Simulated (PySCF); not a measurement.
An element was calculated at PBE0 (PySCF 2.14, spin-free X2C, a triple-zeta basis, no spin-orbit coupling), in the ground configurations that NIST lists.

```
first ionisation energy  : 5.952 eV
second ionisation energy : 12.258 eV
third ionisation energy  : 20.402 eV
```

Q: Which element is it?

A: Gadolinium (Gd, Z = 64), in x2c-TZVPPall. NIST lists 6.150, 12.076 ± 0.02, 20.54 ± 0.03 eV for these ionisation energies.
